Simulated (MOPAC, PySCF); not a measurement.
Ligands exchanged one at a time, Si Br-NH2. All species are isolated molecules in the gas phase. One relaxed conformer stands for each flexible species; it need not be the lowest. Strings in code marks are SMILES.

Quantity: redistribution energy (mixed species minus the weighted end members), in kJ/mol. Semi-empirical values (MOPAC) are differences of heats of formation.

Level 1: M06-2X/def2-TZVP // PBE0-D3(BJ)/def2-TZVP (PySCF)
Level 2: PBE-D3(BJ)/def2-TZVP // PBE0-D3(BJ)/def2-TZVP (PySCF)
Level 3: B3LYP/6-31G* // PBE0-D3(BJ)/def2-TZVP (PySCF)
Level 4: PM3 // PBE0-D3(BJ)/def2-TZVP (MOPAC)

```json
[
 {"species": "2 of 4 Br replaced by NH2: `N[Si](N)(Br)Br`", "level 1": "-26.88", "level 2": "-25.81", "level 3": "-37.27", "level 4": "-58.8"},
 {"species": "3 of 4 Br replaced by NH2: `N[Si](N)(N)Br`", "level 1": "-20.09", "level 2": "-19.55", "level 3": "-29.86", "level 4": "-57.8"},
 {"species": "1 of 4 Br replaced by NH2: `N[Si](Br)(Br)Br`", "level 1": "-11.47", "level 2": "-10.26", "level 3": "-17.13", "level 4": "-36.58"}
]
```
